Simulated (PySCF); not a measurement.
**A survey of ¹⁹F NMR shifts**

PySCF calculation with GFN2-xTB geometry and σ from GIAO-PBE0/pcSseg-1; non-relativistic, single conformer, gas phase, averaged over atoms made equivalent by symmetry, fast rotation or ring inversion.

Shieldings were converted by a linear fit to measured shifts: ¹⁹F: δ = 146.13 − 0.903σ +14.6 on sp3 carbon (rms 6.0 ppm, 223 shifts, 7.0 ppm with the 5 outliers that the fit left out vs CFCl3, solution or neat liquid). Occasional misses reach two or three times the rms, and more in compound classes unlike the fitted ones.

**Question.** Give the ¹⁹F shifts of `O=C(F)[C@@]1(F)CC[C@H]1F`, `C=C(O/C=C/F)C(F)F`, `C#Cc1cnnc(F)n1`, `C=C(/C=C/F)OC(F)F`, `C=C/C(=C\F)OC(F)F`.

**Answer.** 
```tsv
compound	environment	δ (ppm)
[O:1]=[C:2]([F:3])[C@@:4]1([F:5])[CH2:6][CH2:7][C@H:8]1[F:9]	F3: fluorine bonded to C	29.7
[O:1]=[C:2]([F:3])[C@@:4]1([F:5])[CH2:6][CH2:7][C@H:8]1[F:9]	F5: fluorine on an sp3 carbon	-149.4
[O:1]=[C:2]([F:3])[C@@:4]1([F:5])[CH2:6][CH2:7][C@H:8]1[F:9]	F9: fluorine on an sp3 carbon	-169.0
[CH2:1]=[C:2]([O:3]/[CH:4]=[CH:5]/[F:6])[CH:7]([F:8])[F:9]	F8/9: fluorine of a CF2 group (×2)	-109.8
[CH2:1]=[C:2]([O:3]/[CH:4]=[CH:5]/[F:6])[CH:7]([F:8])[F:9]	F6: vinylic fluorine	-171.1
C#Cc1cnnc(F)n1	aryl fluorine	-60.4
[CH2:1]=[C:2](/[CH:3]=[CH:4]/[F:5])[O:6][CH:7]([F:8])[F:9]	F8/9: fluorine of a CF2 group (×2)	-82.9
[CH2:1]=[C:2](/[CH:3]=[CH:4]/[F:5])[O:6][CH:7]([F:8])[F:9]	F5: vinylic fluorine	-117.5
[CH2:1]=[CH:2]/[C:3](=[CH:4]\[F:5])[O:6][CH:7]([F:8])[F:9]	F8/9: fluorine of a CF2 group (×2)	-80.6
[CH2:1]=[CH:2]/[C:3](=[CH:4]\[F:5])[O:6][CH:7]([F:8])[F:9]	F5: vinylic fluorine	-162.3
```

**Question.** Match the shifts -67.1, -127.7, -153.1 ppm to `C[C@H](S)CCOCF`, `C=C/C=C\CC(F)(F)F`, `C=CC1=C(C)C=C(F)S1(=O)=O`.

**Answer.** -67.1: C=C/C=C\CC(F)(F)F (fluorine of a CF3 group); -127.7: C=CC1=C(C)C=C(F)S1(=O)=O (vinylic fluorine); -153.1: C[C@H](S)CCOCF (fluorine on an sp3 carbon).
